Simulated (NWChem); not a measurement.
System: CH4AlFS; SMILES [CH3][Al]([F])[SH]

Here is an NWChem input.

```
start job
memory heap 200 mb stack 900 mb global 1100 mb
geometry units angstroms noautoz
  Al    -0.052999     0.402604    -0.100781
  F     -1.566431     1.032336    -0.404402
  C      1.481572     1.583014    -0.022201
  H      1.594363     2.124366    -0.976099
  H      2.426411     1.058005     0.184622
  H      1.336143     2.344393     0.761924
  S     -0.024266    -1.759953     0.176008
  H      1.312411    -1.789736     0.377829
end
basis spherical
  * library 6-31g*
end
dft
  xc xwpbe 0.80 cpbe96 1.0 hfexch 1.00
  cam 0.2 cam_alpha 0.2 cam_beta 0.8
  iterations 150
  mulliken
end
task dft energy
```

Parts of the log:

```
             Northwest Computational Chemistry Package (NWChem) 7.3.0
             --------------------------------------------------------

 CS  symmetry detected

                             Geometry "geometry" -> ""
                             -------------------------

 Output coordinates in angstroms (scale by  1.889725989 to convert to a.u.)

  No.       Tag          Charge          X              Y              Z
 ---- ---------------- ---------- -------------- -------------- --------------
    1 Al                  13.0000    -0.07781279     0.41257714     0.00000000
    2 F                    9.0000    -1.63222251     1.01510097     0.00000000
    3 C                    6.0000     1.42672191     1.63357102     0.00000000
    4 H                    1.0000     1.38453907     2.28929162    -0.88541120
    5 H                    1.0000     2.40242997     1.12452848     0.00000000
    6 H                    1.0000     1.38453907     2.28929162     0.88541120
    7 S                   16.0000     0.03632796    -1.76482094     0.00000000
    8 H                    1.0000     1.38848187    -1.76681421     0.00000000

 Effective nuclear repulsion energy (a.u.)     194.5770855957

      Symmetry information
      --------------------

 Group name             Cs
 Group number              2
 Group order               2
 No. of unique centers     7

  pbe96 is a nonlocal functional; adding pw91lda local functional.

                                 NWChem DFT Module
                                 -----------------

 Summary of "ao basis" -> "ao basis" (spherical)
 ------------------------------------------------------------------------------
       Tag                 Description            Shells   Functions and Types
 ---------------- ------------------------------  ------  ---------------------
 Al                          6-31g*                  8       18   4s3p1d
 F                           6-31g*                  6       14   3s2p1d
 C                           6-31g*                  6       14   3s2p1d
 H                           6-31g*                  2        2   2s
 S                           6-31g*                  8       18   4s3p1d

      Symmetry analysis of basis
      --------------------------

        a'         52
        a"         20

            General Information
            -------------------
          SCF calculation type: DFT
          Wavefunction type:  closed shell.
          No. of atoms     :     8
          No. of electrons :    48
           Alpha electrons :    24
            Beta electrons :    24
          Charge           :     0
          Spin multiplicity:     1
          Use of symmetry is: on ; symmetry adaption is: on
          Maximum number of iterations: 150
          AO basis - number of functions:    72
                     number of shells:    36
          Convergence on energy requested:  1.00D-06
          Convergence on density requested:  1.00D-05
          Convergence on gradient requested:  5.00D-04

              XC Information
              --------------
                     Hartree-Fock (Exact) Exchange  1.000
                     LC-wPBE(h)Exchange Functional  0.800
            Perdew 1991 LDA Correlation Functional  1.000 local
           PerdewBurkeErnz. Correlation Functional  1.000 non-local

           Range-Separation Parameters
           ---------------------------
           Alpha           :  0.20
           Beta            :  0.80
           Gamma           :  0.20
           Short-Range HF  :     F

             Grid Information
             ----------------
          Grid used for XC integration:  medium
          Radial quadrature: Mura-Knowles
          Angular quadrature: Lebedev.
          Tag              B.-S. Rad. Rad. Pts. Rad. Cut. Ang. Pts.
          ---              ---------- --------- --------- ---------
          Al                  1.25       88           8.0       590
          F                   0.50       49          10.0       434
          C                   0.70       49          10.0       434
          H                   0.35       45          11.0       434
          S                   1.00       88          11.0       590
          Grid pruning is: on
          Number of quadrature shells:   409
          Spatial weights used:  Erf1

      Superposition of Atomic Density Guess
      -------------------------------------

 Sum of atomic energies:        -778.33984798

      Non-variational initial energy
      ------------------------------

 Total energy =    -779.385635
 1-e energy   =   -1464.761759
 2-e energy   =     490.799039
 HOMO         =      -0.343211
 LUMO         =      -0.001688

      Symmetry analysis of molecular orbitals - initial
      -------------------------------------------------

  Numbering of irreducible representations:

     1 a'          2 a"

  Orbital symmetries:

     1 a'          2 a'          3 a'          4 a'          5 a'
     6 a'          7 a'          8 a"          9 a'         10 a'
    11 a'         12 a"         13 a'         14 a'         15 a'
    16 a'         17 a'         18 a"         19 a'         20 a'
    21 a"         22 a'         23 a'         24 a"         25 a'
    26 a"         27 a'         28 a'         29 a'         30 a"
    31 a'         32 a'         33 a'         34 a"

     ---------------------------------------------
      Total Density - Mulliken Population Analysis
     ---------------------------------------------

    Atom       Charge   Shell Charges
 -----------   ------   -------------------------------------------------------
    1 Al  13    11.72   2.00  2.00  5.97  0.70  0.64  0.16  0.10  0.15
    2 F    9     9.73   2.00  0.95  3.52  1.02  2.23  0.01
    3 C    6     7.04   2.00  0.72  2.10  0.72  1.48  0.02
    4 H    1     0.74   0.45  0.29
    5 H    1     0.73   0.45  0.28
    6 H    1     0.74   0.45  0.29
    7 S   16    16.58   2.00  2.00  5.98  1.33  3.17  0.53  1.56  0.02
    8 H    1     0.73   0.39  0.34

   convergence    iter        energy       DeltaE   RMS-Dens  Diis-err
 ---------------- ----- ----------------- --------- --------- ---------
 d= 0,ls=0.0,diis     1   -780.6088439318 -9.75D+02  1.38D-02  6.62D-01
 d= 0,ls=0.0,diis     2   -780.6273203605 -1.85D-02  5.59D-03  7.65D-01
 d= 0,ls=0.0,diis     3   -780.6869617684 -5.96D-02  1.07D-03  8.98D-03
 d= 0,ls=0.0,diis     4   -780.6879170765 -9.55D-04  3.81D-04  7.80D-04
 d= 0,ls=0.0,diis     5   -780.6880387838 -1.22D-04  9.98D-05  3.07D-05
  Resetting Diis
 d= 0,ls=0.0,diis     6   -780.6880458478 -7.06D-06  3.77D-05  3.91D-06
 d= 0,ls=0.0,diis     7   -780.6880467506 -9.03D-07  1.10D-05  2.64D-07
 d= 0,ls=0.0,diis     8   -780.6880467993 -4.87D-08  4.40D-06  1.62D-07

         Total DFT energy =     -780.688046799281
      One electron energy =    -1468.535309671732
           Coulomb energy =      554.736688010279
    Exchange-Corr. energy =      -61.466510733571
 Nuclear repulsion energy =      194.577085595742

 Numeric. integr. density =       48.000002873004

                  Occupations of the irreducible representations
                  ----------------------------------------------

                     irrep           alpha         beta
                     --------     --------     --------
                     a'               19.0         19.0
                     a"                5.0          5.0

                       DFT Final Molecular Orbital Analysis
                       ------------------------------------

 Vector   22  Occ=2.000000D+00  E=-4.396252D-01  Symmetry=a'
              MO Center=  3.2D-01, -5.6D-02, -7.7D-14, r^2= 4.3D+00
   Bfn.  Coefficient  Atom+Function         Bfn.  Coefficient  Atom+Function
  ----- ------------  ---------------      ----- ------------  ---------------
    60      0.339873  7 S  py                 6      0.268506  1 Al s
    21     -0.253491  2 F  px                35     -0.251569  3 C  px
     7      0.223780  1 Al px                58     -0.180438  7 S  s
    62     -0.178958  7 S  s                 25     -0.165692  2 F  px
    39     -0.152430  3 C  px                59      0.140057  7 S  px

 Vector   23  Occ=2.000000D+00  E=-3.767842D-01  Symmetry=a'
              MO Center=  4.9D-01, -1.6D-01, -2.1D-12, r^2= 4.4D+00
   Bfn.  Coefficient  Atom+Function         Bfn.  Coefficient  Atom+Function
  ----- ------------  ---------------      ----- ------------  ---------------
    60      0.463310  7 S  py                 8     -0.257472  1 Al py
    36      0.236484  3 C  py                35      0.233809  3 C  px
    64      0.220666  7 S  py                56     -0.179244  7 S  py
    40      0.175275  3 C  py                39      0.159117  3 C  px
     7     -0.119629  1 Al px                22      0.116633  2 F  py

 Vector   24  Occ=2.000000D+00  E=-3.537629D-01  Symmetry=a"
              MO Center=  3.3D-02, -1.6D+00,  2.1D-12, r^2= 1.8D+00
   Bfn.  Coefficient  Atom+Function         Bfn.  Coefficient  Atom+Function
  ----- ------------  ---------------      ----- ------------  ---------------
    61      0.659298  7 S  pz                65      0.408374  7 S  pz
    57     -0.252934  7 S  pz                 9      0.115802  1 Al pz
    23     -0.070516  2 F  pz                15     -0.058729  1 Al d -1
    27     -0.058136  2 F  pz                 5     -0.046362  1 Al pz
    13      0.034075  1 Al pz                67      0.025553  7 S  d -1

 Vector   25  Occ=0.000000D+00  E= 4.723961D-02  Symmetry=a"
              MO Center= -4.6D-02,  3.6D-01,  1.8D-11, r^2= 4.5D+00
   Bfn.  Coefficient  Atom+Function         Bfn.  Coefficient  Atom+Function
  ----- ------------  ---------------      ----- ------------  ---------------
    13      0.702622  1 Al pz                 9      0.501411  1 Al pz
    65     -0.276832  7 S  pz                61     -0.228411  7 S  pz
    48      0.222059  4 H  s                 52     -0.222059  6 H  s
     5     -0.175307  1 Al pz                27     -0.174776  2 F  pz
    23     -0.173131  2 F  pz                57      0.084267  7 S  pz

 Vector   26  Occ=0.000000D+00  E= 5.426383D-02  Symmetry=a'
              MO Center=  2.0D-01,  2.0D-01, -1.7D-11, r^2= 5.4D+00
   Bfn.  Coefficient  Atom+Function         Bfn.  Coefficient  Atom+Function
  ----- ------------  ---------------      ----- ------------  ---------------
    10      1.526005  1 Al s                 38     -0.725417  3 C  s
    62     -0.598544  7 S  s                 64     -0.425743  7 S  py
    24     -0.223975  2 F  s                 60     -0.219099  7 S  py
    58     -0.216101  7 S  s                 12     -0.193803  1 Al py
    39      0.175066  3 C  px                11      0.171989  1 Al px

 Vector   27  Occ=0.000000D+00  E= 9.734655D-02  Symmetry=a'
              MO Center=  4.0D-01, -1.4D+00, -6.5D-13, r^2= 3.8D+00
   Bfn.  Coefficient  Atom+Function         Bfn.  Coefficient  Atom+Function
  ----- ------------  ---------------      ----- ------------  ---------------
    72      1.323496  8 H  s                 63     -0.826802  7 S  px
    62     -0.818681  7 S  s                 59     -0.369063  7 S  px
    12     -0.324620  1 Al py                 6     -0.299543  1 Al s
    71      0.228949  8 H  s                 50      0.222872  5 H  s
    39     -0.214769  3 C  px                11     -0.211160  1 Al px

     ---------------------------------------------
      Total Density - Mulliken Population Analysis
     ---------------------------------------------

    Atom       Charge   Shell Charges
 -----------   ------   -------------------------------------------------------
    1 Al  13    12.16   2.00  2.00  5.96  0.72  1.03  0.07  0.13  0.24
    2 F    9     9.45   2.00  0.92  3.30  1.05  2.18  0.01
    3 C    6     6.81   2.00  0.64  2.10  0.72  1.33  0.02
    4 H    1     0.79   0.50  0.29
    5 H    1     0.80   0.51  0.29
    6 H    1     0.79   0.50  0.29
    7 S   16    16.33   2.00  2.00  5.97  1.32  3.10  0.55  1.35  0.04
    8 H    1     0.88   0.49  0.39

     -------------------------------------------
      Total Density - Lowdin Population Analysis
     -------------------------------------------

    Atom       Charge   Shell Charges
 -----------   ------   -------------------------------------------------------
    1 Al  13    12.54   2.00  1.97  5.89  0.53  1.05  0.24  0.43  0.43
    2 F    9     9.25   1.99  0.92  3.17  0.84  2.31  0.01
    3 C    6     6.64   1.99  0.55  1.91  0.48  1.67  0.04
    4 H    1     0.83   0.47  0.36
    5 H    1     0.84   0.48  0.36
    6 H    1     0.83   0.47  0.36
    7 S   16    16.21   2.00  1.99  5.90  1.08  2.83  0.59  1.79  0.04
    8 H    1     0.86   0.47  0.40

     Multipole analysis of the density
     ---------------------------------

     L   x y z        total         alpha         beta         nuclear
     -   - - -        -----         -----         ----         -------
     0   0 0 0     -0.000000    -24.000000    -24.000000     48.000000

     1   1 0 0      1.087366      0.543683      0.543683     -0.000000
     1   0 1 0      0.453514      0.226757      0.226757      0.000000
     1   0 0 1      0.000000      0.000000      0.000000      0.000000

     2   2 0 0    -28.801862    -99.791939    -99.791939    170.782016
     2   1 1 0      0.082719     -7.487454     -7.487454     15.057627
     2   1 0 1     -0.000000     -0.000000     -0.000000      0.000000
     2   0 2 0    -30.451059   -179.850613   -179.850613    329.250167
     2   0 1 1      0.000000      0.000000      0.000000      0.000000
     2   0 0 2    -26.513697    -16.056395    -16.056395      5.599093
```

Level: LRC-wPBEh/6-31G* (spherical d). Structure relaxed at the PBE0/def2-SVP level.
